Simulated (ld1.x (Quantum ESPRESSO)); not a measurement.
**Ag: variants of one TM potential**

Base potential:

| Quantity | Value |
| --- | --- |
| Element | silver |
| Generator | ld1.x (Quantum ESPRESSO) 7.5 |
| Type | norm-conserving Troullier–Martins (Kleinman–Bylander form) |
| Functional | BP86 |
| Relativity | scalar-relativistic |
| Frozen core | [Ar] 3d10 |
| Valence charge | 19 |
| Reference configuration | 4s2 4p6 4d10 5s1 5p0 |
| Partial waves | 4p (bound): rc 1.30 bohr; 4d (bound): rc 2.00 bohr; 4s (bound): rc 1.30 bohr |
| Local potential | the s channel |
| Core correction | Bessel-smoothed model core inside 1.20 bohr |

Occupied shells without a wave of their own: 5s. They enter only through the test configuration that unscreens the potential, and ld1.x also counts them in the model core charge.

Cutoffs, loose and tight: the cutoffs (Ry, on a coarse ladder) from which the occupation-weighted sum of valence levels, in a spherical-Bessel basis at the reference potential, stays within 10 and 1 mRy of its value at 400 Ry. They do not see the model core or the augmentation charge, which bear on the density cutoff. Test errors are all-electron minus pseudo excitation energies from the reference, over the configurations 4s2 4p6 4d10 5s0 5p0; 4s2 4p6 4d9 5s0 5p0; 4s2 4p6 4d8 5s0 5p0; 4s2 4p6 4d9 5s1 5p0; 4s2 4p6 4d10 5s0 5p1; 4s2 4p6 4d10 5s0.5 5p0; 4s1 4p6 4d10 5s1 5p0. A dash means not determined; rows that change the core or the reference have their own tests.

With those shells counted twice in exchange and correlation these files are broken, and their errors move erratically; no question is asked of them.

```tsv
change	outcome	cutoff, loose	cutoff, tight	bound ghosts	largest test error (meV)
base	generated, misses its reference levels by 0.71 eV	100 Ry	160 Ry	none	-2475
wave 4d (bound): rc 2.00 bohr becomes 4d (bound): rc 1.36 bohr	generated, misses its reference levels by 0.71 eV	100 Ry	160 Ry	none	-2461
wave 4d (bound): rc 2.00 bohr becomes 4d (bound): rc 1.74 bohr	generated, misses its reference levels by 0.71 eV	100 Ry	160 Ry	none	-2468
wave 4d (bound): rc 2.00 bohr becomes 4d (bound): rc 1.92 bohr	generated, misses its reference levels by 0.71 eV	100 Ry	160 Ry	none	-2473
wave 4d (bound): rc 2.00 bohr becomes 4d (bound): rc 2.30 bohr	generated, misses its reference levels by 0.71 eV	90 Ry	160 Ry	none	-2467
wave 4d (bound): rc 2.00 bohr becomes 4d (bound): rc 2.64 bohr	generated, misses its reference levels by 0.71 eV	90 Ry	160 Ry	none	-2375
wave 4d (bound): rc 2.00 bohr becomes 4d (bound): rc 2.92 bohr	generated, misses its reference levels by 0.71 eV	90 Ry	160 Ry	none	-2197
```

Reading the sweep of the d radius (base included, trends over the rows without a ghost): The loose cutoff stays near 100 Ry. The median size of the test errors (rows with all tests solved) stays near 722.7 meV.
